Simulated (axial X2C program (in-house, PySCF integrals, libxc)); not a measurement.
## Which molecule gave these maps?

PBE0 fields computed with an in-house all-electron X2C program for linear molecules (integrals from PySCF), with spin–orbit coupling, near the equilibrium distance, one atom at z = 0.

The maps cover the half plane through the axis: z from -2.4 to 6.6 Å along the bond, ρ from 0.15 to 2.25 Å away from it (steps of 0.3 Å, the bottom row nearest the axis).

log10 of the density in e/bohr³:

digits 0 to 9 span -4.99 to 1.50 evenly
```
0001112222222222222222222211100
0011222233222223333333322221110
0112233333333333333333332222111
1122344444443333333333333322211
1223445555544333333444444332211
1233456666654433444445555432221
1234566777665444444456776533221
1234567898765444444467887543221
```

Electron localisation function (collinear form, no current term, damped to 0 at low density):

digits 0 to 9 span 0.00 to 1.00 evenly
```
0000000000001257888888753100000
0000000000000379999999865310000
0000001221000279999997433331000
0000124565310169999851000112100
0001357888741149999500000001100
0002578878862139997102542000110
0013687222784138994037886200110
0014784636485128993058278300110
```

Axial spin density in 10⁻³ e/bohr³:

digits 0 to 9 span -2.24 to 2.24 evenly, values beyond are clipped
```
5555555555555566666666655555555
5555555555556667777777766555555
5555555555566778899998876655555
5555555555567889999999987665555
5555555444567899999999988766555
5555555466557999999999777776555
5555664469657999999995546776655
5556664595847999999979944776655
```

Question: Which molecule is it?
A. TcCl⁻
B. Sr₂⁺
C. HgH
D. NaRb⁺

Answer: D. NaRb⁺, with Rb at z = 0 and Na at z = 4.273 Å, state Ω = 1/2 (⟨Sz⟩ = 0.50, ⟨Lz⟩ = 0.00 at PBE0), basis Rb dyall-cv3z [12s13p8d4f1g], Na dyall-cv3z [9s8p5d2f] (cores contracted in-house). The state is a single determinant with fixed occupations, the lowest that a limited PBE0 search found. Density functionals use the spin component along the axis (collinear).
